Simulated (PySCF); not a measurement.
# Gas-phase XPS of `CCB[AsH2]`, computed

Compound: C₂H₈AsB.
Atom-mapped SMILES: `[CH3:1][CH2:2][BH:3][AsH2:4]`

Geometry (PBE0-D3(BJ)/def2-SVP, Å), atoms numbered from 1 in this order:
```
atom  x, y, z in Å
C1    -1.888   -0.077   -0.484
C2    -0.475    0.416   -0.185
B3     0.598   -0.660    0.165
As4    2.536   -0.477   -0.326
H5    -2.602    0.754   -0.590
H6    -1.917   -0.655   -1.422
H7    -2.258   -0.739    0.315
H8    -0.483    1.011    0.757
H9    -0.126    1.134   -0.948
H10    0.271   -1.701    0.695
H11    2.692    1.017   -0.096
H12    3.141   -0.915    0.994
```

Computed with PySCF, delta-SCF UKS SCAN, pcX-2 on the ionised atom, pcseg-1 elsewhere, spin-free X2C. Binding energies are ΔSCF values: E(core-ionised, relaxed orbitals) − E(ground state) at a fixed geometry, referred to the vacuum level.

Question: What binding energy does each computed site have?

Answer: 
```tsv
atom(s)	environment	level	binding energy (eV)	above the level's lowest (eV)	count
C1	methyl carbon	C 1s	290.60	+0.33	1
C2	sp3 carbon bound to boron	C 1s	290.27	0.00	1
B3	three-coordinate boron	B 1s	195.63	0.00	1
```

Lowest listed C 1s: C2, bonded to C, 2 H and B. Highest, 0.33 eV above it: C1, bonded to C and 3 H. Summing the Pauling electronegativity differences to the bonded atoms, each weighted by its formal bond order, gives -1.21 for the lowest site and -1.05 for the highest.

Question: Which photon energy gives electrons from C 1s of C1 a kinetic energy of 150 eV, and what is their de Broglie wavelength?

Answer: hν = 290.60 + 150 = 440.60 eV, recoil neglected; λ = 12.264 Å/√(E/eV) = 1.00 Å.

Spin contamination (⟨S²⟩ against 0.75 for a pure doublet) is marked for B 1s of B3 (0.94), which makes this value less certain. No level of arsenic is listed. The structure is a single PBE0-D3(BJ)/def2-SVP conformer in the gas phase; no vibrational or solvent corrections.
